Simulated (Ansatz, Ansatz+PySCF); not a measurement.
```yaml
atoms:
  - { symbol: Ni, position_ang: [0.0000, 0.0000, 0.0000] }
  - { symbol: P, position_ang: [1.2413, 1.2413, 1.2413] }
  - { symbol: H, position_ang: [2.5781, 0.8948, 1.5500] }
  - { symbol: H, position_ang: [1.5500, 2.5781, 0.8948] }
  - { symbol: H, position_ang: [0.8948, 1.5500, 2.5781] }
  - { symbol: P, position_ang: [1.2413, -1.2413, -1.2413] }
  - { symbol: H, position_ang: [1.0808, -2.6462, -1.2959] }
  - { symbol: H, position_ang: [1.2959, -1.0808, -2.6462] }
  - { symbol: H, position_ang: [2.6462, -1.2960, -1.0808] }
  - { symbol: P, position_ang: [-1.2413, 1.2413, -1.2413] }
  - { symbol: H, position_ang: [-0.6982, 2.2356, -2.0892] }
  - { symbol: H, position_ang: [-2.0892, 0.6982, -2.2356] }
  - { symbol: H, position_ang: [-2.2356, 2.0892, -0.6982] }
  - { symbol: P, position_ang: [-1.2413, -1.2413, 1.2413] }
  - { symbol: H, position_ang: [-2.4833, -0.7911, 1.7485] }
  - { symbol: H, position_ang: [-1.7485, -2.4833, 0.7911] }
  - { symbol: H, position_ang: [-0.7912, -1.7485, 2.4833] }
```

Basis set: def2-SVP on H, P; pcseg-2 on Ni (spherical functions). Charge 0, multiplicity 1.

Computed with Ansatz (development build ahead of 0.2.0); each method stands on the lowest determinant of its kind that the runs found. Restricted functionals stand beside restricted open-shell atoms, which can lie above the unrestricted atoms usual in DFT and then raise those values.

The atomization energy at this shape (free ground-state atoms in the same class of orbitals less the molecule, no zero-point energy) of singlet NiP₄H₁₂:

| method | atomization energy |
| --- | --- |
| ωB97X (restricted) | 46.30 eV |
| PBE0 (restricted) | 44.92 eV |
| PBE0 (unrestricted) | 44.90 eV |
| RHF | 25.56 eV |

**Question.** What does UHF give?

**Answer.** 25.37 eV. Caution: other spin multiplicities were not run. Caution for ωB97X (restricted): no unrestricted run beside it, a lower state can exist.

The shape needn't be a minimum at these levels.
